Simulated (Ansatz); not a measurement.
# H2S2Se: structure from calculated spectroscopic constants

These gas-phase data were calculated for one isomer of H2S2Se at PBE0-D4/def2-TZVP (harmonic, unscaled wavenumbers; equilibrium rotational constants with average atomic masses):

```
rotational constants            : 12.56, 1.693, 1.526 GHz
all wavenumbers above 1500 cm⁻¹ : 2661, 2397
```

Candidates:

(1) `SS[SeH]`, a singlet
(2) `S[Se]S`, a singlet

Task: Which structure fits?

Result: Candidate (1). 1 mode lies between 2500 and 2800 cm⁻¹, one for each S–H bond, while (2) has 2.

The same quantities for all candidates:

|  | rotational constants (GHz) | wavenumbers above 1500 cm⁻¹ | E above the lowest, PBE0-D4/def2-TZVP (kcal/mol) |
| --- | --- | --- | --- |
| (1) | 12.56, 1.693, 1.526 | 2661, 2397 | 5.5 |
| (2) | 7.508, 2.467, 1.905 | 2684, 2682 | 0.0 |

Harmonic stretches to hydrogen usually lie a few per cent above observed fundamentals. Each candidate is one conformer. Programs: Ansatz 0.2.0.
